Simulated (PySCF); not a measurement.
CClF₂, SMILES [C](F)(Cl)F (connectivity only; charge and spin as stated), charge +1, multiplicity 1. Geometry: PBE0-D3(BJ)/def2-TZVP. The spin state was assumed, not searched. The isomer is the one that the SMILES or the coordinates give; other isomers of the formula were not compared.

Method: PBE0-D3(BJ)/def2-TZVP in PySCF 2.14.0.

Harmonic wavenumbers (cm⁻¹): 427, 529, 699, 843, 1456, 1570. Rotational constants (GHz): 11.94, 5.232, 3.638; symmetry number 2.

### Question
Work out the zero-point energy and the ideal-gas rigid-rotor harmonic-oscillator thermochemistry at 298.15 K and 1 atm.

### Answer
ZPE = ½ Σ hcν = ½ × 5524 cm⁻¹ = 33.04 kJ/mol. H − E(el) = 44.74 kJ/mol. Entropy in J/(mol K): translation 164.22, rotation 97.84, vibration 8.21, total 270.28. G − E(el) = -35.85 kJ/mol. Cp = 50.65 J/(mol K).
